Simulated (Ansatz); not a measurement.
Saddle point of SiH₄BrOF, singlet (SiH₃BrO ([OH][SiH2][Br]) + HF → SiH₃OF ([OH][SiH2][F]) + HBr; bonds formed: Si1–F7, Br2–H6; bonds broken: Si1–Br2, H6–F7), PBE0-D4/def2-TZVP structure:

Si1  (-0.393, -0.361, -0.124)
Br2  (2.060, -1.262, -0.332)
H3  (-0.629, -1.161, -1.334)
H4  (-0.572, -0.999, 1.189)
O5  (-1.470, 0.838, -0.414)
H6  (1.674, 0.367, 0.331)
F7  (0.851, 1.001, 0.490)
H8  (-1.522, 1.578, 0.194)
(Å)

Energies are electronic, without zero-point energy. Barriers and step energies count from the start structure reached by relaxing down the imaginary mode; all methods use the PBE0-D4 structures, on which another method's saddle can fall below an end. Ansatz 0.2.0; basis: def2-TZVPP, with def2-QZVPP for the basis limit; cores frozen in the correlated methods. Filled d shells of the heavier atoms are correlated. The def2 sets are not built for correlating such inner shells, so the correlated values are less sure here. B3LYP uses VWN-RPA correlation. Extrapolation: Hartree–Fock as exp(−7.88 √X), correlation as X^−2.97.

```tsv
method	barrier (eV)	step energy (eV)
SPW92	?	-0.130
PBE-D4	1.028	-0.193
BLYP-D4	?	-0.337
r2SCAN-D4	1.092	-0.298
B97M-V	1.249	-0.393
PBE0-D4	1.170	-0.223
B3LYP-D4	1.217	-0.353
r2SCAN0-D4	1.195	-0.296
BHLYP-D4	1.367	-0.390
CAM-B3LYP-D4	?	-0.417
wB97X-V	1.236	-0.342
wB97M-V	1.175	-0.319
B2PLYP	1.248	-0.407
PBE-QIDH	1.260	-0.289
RPA on PBE	1.259	-0.446
HF	1.709	-0.587
MP2	1.268	-0.329
CCSD	1.377	-0.422
CCSD(T)	1.301	-0.383
```

Question: Fill in the withheld barriers. (An estimate is asked for; the value comes from the calculation.)

Answer: The calculation gives: BLYP-D4 1.117; CAM-B3LYP-D4 1.217; SPW92 0.790 eV. Each is the energy of the saddle less that of the start structure, by the same method.

For comparison, the barrier by CCSD(T) at an estimated basis limit (MP2 extrapolated from triple and quadruple zeta, plus CCSD(T) − MP2 in triple zeta) is 1.291 eV.

The T1 diagnostic stays at or below 0.011.

Labels in which every atom is bracketed show which atoms are joined, not bond orders.

For scale, one of the runs: CCSD(T)/def2-TZVPP, 208 basis functions (an equivalent command: `ansatz run in.yaml --threads 4`). Time: 98 s of wall clock on 4 CPU threads; the host was shared. Peak host memory: 2.9 GiB.
